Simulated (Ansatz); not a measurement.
This geometry of BClFH2N + BrH (8 atoms, charge 0, multiplicity 1) is a first-order saddle point.

Method: Ansatz, RKS B3LYP-D4/def2-SVP.

```xyz
8
Properties=species:S:1:pos:R:3
B -0.075 0.022 0.212
N -0.093 0.104 1.721
H -0.836 -0.420 2.186
H 0.816 -0.063 2.161
F 1.105 0.091 -0.363
Cl -1.484 -0.596 -0.620
Br -0.600 2.766 0.715
H -0.331 1.295 1.706
```

(1) Which two structures does it join? (They come from a converged band through this point; their orientation in space is the band's.)

(2) How far does it lie above each of them?

Results:

(1) Bonds broken: Br7–H8. Bonds formed: B1–Br7, N2–H8. BClFH2N + BrH becomes BBrClFH3N.

Initial state:

```xyz
8
Properties=species:S:1:pos:R:3
B 0.035 -0.360 0.188
N -0.011 -0.174 1.580
H -0.836 -0.388 2.127
H 0.839 -0.069 2.125
F 1.184 -0.222 -0.462
Cl -1.430 -0.742 -0.725
Br -0.809 3.277 1.396
H -0.471 1.879 1.488
```

Final state:

```xyz
8
Properties=species:S:1:pos:R:3
B -0.096 0.533 0.192
N -0.187 0.139 1.778
H -0.259 -0.878 1.888
H 0.647 0.475 2.270
F 1.062 -0.023 -0.254
Cl -1.611 -0.180 -0.568
Br -0.045 2.561 0.208
H -1.010 0.574 2.204
```

(2) 14.7 kcal/mol above the first and 24.0 kcal/mol above the second. This is the barrier of this one path; another mechanism may lie lower. The orbitals stay closed-shell, which can raise the energy where a bond breaks towards radicals; this wasn't checked here.

Run time: 9.8 min on 2 threads of Arm Neoverse N1, with other jobs on the host, peak memory 0.29 GiB.
